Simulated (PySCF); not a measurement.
**Excitation energy of Nd⁺ by level of theory**

Nd⁺ [Xe] 4f4 6s1 (high-spin determinant) → Nd⁺ [Xe] 4f3 5d1 6s1 (high-spin determinant), as a difference of total energies. Calculation: PySCF 2.14, in x2c-TZVPPall (11s7p7d4f2g, 113 functions); scalar relativity by spin-free X2C-1e. Correlated levels: valence: [Kr] 4d10 frozen; valence and next inner shell: [Ar] 3d10 frozen. The calculations carry no spin-orbit coupling.

```csv
method,excitation energy (eV)
UHF,0.125
LDA,2.815
PBE,2.523
PBE0,1.998
r2SCAN,2.172
MP2 (valence),1.147
SCS-MP2 (valence),0.749
MP2 (valence and next inner shell),1.439
SCS-MP2 (valence and next inner shell),1.034
```

Task: How much does correlation contribute at MP2 (valence and next inner shell)?

Result: 1.439 − (0.125) = 1.314 eV, measured against UHF.

A first-order spin-orbit estimate (lowest level to lowest level, LS coupling) adds -0.134 eV.

The determinant of the upper state and of the lower state mixes LS terms, which raises its energy above the lowest term, most at the Hartree-Fock and MP2 levels.
